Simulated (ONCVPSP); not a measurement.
# strontium, ONCV: configuration errors across variants

* Element: Sr (Z = 38)
* Generator: ONCVPSP 4.0.1
* Type: optimised norm-conserving Vanderbilt (ONCV)
* Functional: LDA (Perdew-Zunger)
* Relativity: scalar-relativistic
* Frozen core: [Ar] 3d10
* Valence charge: 10
* Reference configuration: 4s2 4p6 5s2
* Partial waves: 4s+5s: rc 1.95 bohr, ncon 4, nbas 9, qcut 5.7 1/bohr, 2 projectors; 4p: rc 1.45 bohr, ncon 3, nbas 8, qcut 6.5 1/bohr, 2 projectors, debl 2.4 Ha; d scattering state at 0.09 Ha: rc 2.10 bohr, ncon 4, nbas 9, qcut 4.3 1/bohr, 2 projectors, debl 4 Ha
* Local potential: polynomial inside 1.35 bohr (lpopt 5, dvloc0 3 Ha)
* Core correction: Teter function, fcfact 5.75, rcfact 1.25

In the d channel the program set the typed energies aside and used 0.050, 4.050 Ha.

All-electron excitation energies from the reference (eV): (1) 4s2 4p6 5s1 6.063; (2) 4s2 4p6 5s0 17.244; (3) 4s2 4p6 5s1.5 2.413; (4) 4s2 4p6 4d1 5s0 7.861.

Errors AE − PS in meV (a dash: test not solved or not reliable):

| change | (1) | (2) | (3) | (4) | bound ghosts | GHOST(+) flags above zero |
| --- | --- | --- | --- | --- | --- | --- |
| base | -0.5 | -2.6 | -0.2 | -6.6 | none | s |
| p: qcut 4 | -0.5 | -2.3 | -0.2 | -6.8 | none | s |
| p: qcut 5.7 | -0.5 | -2.4 | -0.2 | -6.7 | none | s |
| p: qcut 6.3 | -0.5 | -2.5 | -0.2 | -6.6 | none | s |
| p: qcut 7.1 | -0.6 | -2.6 | -0.2 | -6.5 | none | s |
| p: qcut 7.9 | -0.6 | -2.7 | -0.2 | -6.5 | none | s |
| p: qcut 9 | -0.6 | -2.8 | -0.2 | -6.4 | none | s |
| p: qcut 9.6 | -0.6 | -2.8 | -0.2 | -6.4 | none | s |

Problem. Give the same row for: p: qcut 4.6.

Solution. -0.5, -2.3, -0.2, -6.8; bound ghosts: none; GHOST(+) flags above zero: s.
